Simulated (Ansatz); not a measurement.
All numbers were calculated with Ansatz.

CH5AlSeSi, SMILES `[SeH][SiH]1[CH2][AlH]1`. The species carries charge 0 and has multiplicity 1. The geometry is a stationary point of PBE0-D4/def2-TZVP. It is one conformer, not always the lowest.

```xyz
9

Se   -2.320    0.544    1.448
Si   -0.305   -0.331    0.819
C     0.948    0.624   -0.244
Al    0.768   -1.137   -1.084
H    -2.864    0.542    0.084
H     0.322   -0.734    2.108
H     1.760    1.210    0.181
H     0.410    1.247   -0.981
H     1.281   -1.967   -2.330
```

Problem. What is the dipole moment at PBE/def2-TZVPP? (Best estimate.)

Solution. The calculation gave: 1.98 D, with components (1.08, -0.23, -1.64) D in this frame, pointing from negative to positive charge.

Problem. And with r2SCAN, B3LYP, ωB97M-V? (Estimate.)

Solution. The calculation gave: r2SCAN 2.14 D, B3LYP 2.09 D, ωB97M-V 2.25 D.

Problem. Give the Mulliken charges with PBE, r2SCAN, B3LYP in def2-TZVPP. (An estimate is asked.)

Solution. The calculation gave: 
```csv
atom,PBE,r2SCAN,B3LYP
Se1,-0.16,-0.18,-0.17
Si2,0.09,0.15,0.17
C3,-0.29,-0.36,-0.35
Al4,0.24,0.37,0.28
H5,0.05,0.05,0.04
H6,-0.06,-0.08,-0.07
H7,0.09,0.08,0.10
H8,0.10,0.09,0.09
H9,-0.07,-0.12,-0.09
```

B3LYP here is the variant with VWN-RPA as its local correlation; programs differ in this.
